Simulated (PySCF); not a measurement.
A PySCF script (with the pyscf-properties extension) for the NMR shieldings of `C=CCP(C)CCCO`, C$_{7}$H$_{15}$OP, on a GFN2-xTB geometry:

```python
import basis_set_exchange as bse
import numpy as np
from pyscf import gto, dft
from pyscf.prop import nmr

atoms = """
C     3.776163   -0.071869   -1.212148
C     3.046221   -0.134106   -0.112766
C     1.762042    0.592432    0.078861
P     0.295934   -0.530623   -0.251827
C     0.451714   -1.628221    1.234283
C    -0.999253    0.641917    0.410232
C    -2.411490    0.108132    0.192259
C    -2.793986    0.155123   -1.287156
O    -2.866671    1.467330   -1.790145
H     3.482981    0.540626   -2.048892
H     4.692410   -0.626187   -1.321980
H     3.363006   -0.759587    0.712146
H     1.682514    1.415684   -0.635162
H     1.681124    0.986835    1.096311
H    -0.464262   -2.204657    1.349818
H     0.636626   -1.053553    2.141206
H     1.271301   -2.324847    1.070030
H    -0.817480    0.826623    1.473218
H    -0.893091    1.586147   -0.130686
H    -2.488227   -0.922966    0.542876
H    -3.125347    0.709614    0.765703
H    -2.021996   -0.342629   -1.879913
H    -3.749494   -0.368135   -1.441038
H    -3.522473    1.956680   -1.280740
"""
names = dict.fromkeys(["C", "P", "O", "H"], "pcSseg-1")
basis = {el: gto.basis.parse(bse.get_basis(n, elements=[el], fmt="nwchem")) for el, n in names.items()}
mol = gto.M(atom=atoms, basis=basis, charge=0, verbose=0)
mf = dft.RKS(mol, xc="PBE0")
mf.grids.level = 2
mf.grids.alignment = dft.numint.BLKSIZE   # the property module wants whole blocks of grid points
mf.conv_tol = 1e-9
mf.kernel()

calc = nmr.RKS(mf)   # GIAO
C = mf.mo_coeff
Co = C[:, mf.mo_occ > 0]
resp = mf.gen_response(singlet=True, hermi=2)
def vind(x):   # induced exchange potential for any number of trial vectors
    d = np.einsum("pi,xij,qj->xpq", C, 2 * x.reshape(-1, C.shape[1], Co.shape[1]), Co, optimize=True)
    return np.einsum("xpq,pi,qj->xij", resp(d - d.transpose(0, 2, 1)), C, Co, optimize=True).ravel()
mo1, _ = nmr.rhf.solve_mo1(calc, with_cphf=vind)
sigma = calc.kernel(mo1)
for i, s in enumerate(sigma):   # ppm
    w = np.linalg.eigvalsh((s + s.T) / 2)
    print("%2d %-2s iso %8.1f  s11 %8.1f  s22 %8.1f  s33 %8.1f" % (i, mol.atom_pure_symbol(i), w.mean(), *w))
```

Q: What does it print?

A: 
```
 0 C  iso     63.2  s11    -49.9  s22     82.3  s33    157.3
 1 C  iso     44.2  s11    -82.6  s22     52.2  s33    163.1
 2 C  iso    143.6  s11    125.9  s22    146.3  s33    158.7
 3 P  iso    373.8  s11    322.6  s22    369.2  s33    429.5
 4 C  iso    171.6  s11    151.8  s22    170.8  s33    192.2
 5 C  iso    153.4  s11    130.2  s22    154.4  s33    175.5
 6 C  iso    152.5  s11    140.5  s22    152.2  s33    164.9
 7 C  iso    121.6  s11     94.8  s22    113.6  s33    156.3
 8 O  iso    299.7  s11    240.4  s22    284.6  s33    374.3
 9 H  iso     26.2  s11     22.4  s22     25.2  s33     30.9
10 H  iso     26.3  s11     23.2  s22     25.3  s33     30.5
11 H  iso     25.6  s11     22.6  s22     24.2  s33     30.0
12 H  iso     29.2  s11     24.9  s22     28.6  s33     34.2
13 H  iso     29.7  s11     25.9  s22     30.2  s33     33.1
14 H  iso     30.5  s11     25.6  s22     29.0  s33     37.0
15 H  iso     31.2  s11     28.0  s22     28.5  s33     37.1
16 H  iso     30.3  s11     25.6  s22     28.0  s33     37.5
17 H  iso     30.6  s11     25.8  s22     30.8  s33     35.3
18 H  iso     29.4  s11     24.1  s22     30.3  s33     33.8
19 H  iso     30.4  s11     24.9  s22     31.2  s33     35.0
20 H  iso     30.2  s11     25.5  s22     28.3  s33     36.8
21 H  iso     27.5  s11     22.9  s22     28.6  s33     30.9
22 H  iso     27.7  s11     22.0  s22     27.9  s33     33.3
23 H  iso     32.3  s11     23.9  s22     28.9  s33     44.1
```

These numbers come from an equivalent density-fitted implementation of the same equations, which agrees with the script to about 0.01 ppm for H and up to a few tenths of a ppm for heavy atoms, so last digits may differ.

Size and cost of the density-fitted run: 235 basis functions, of the order of 3 core-minutes.
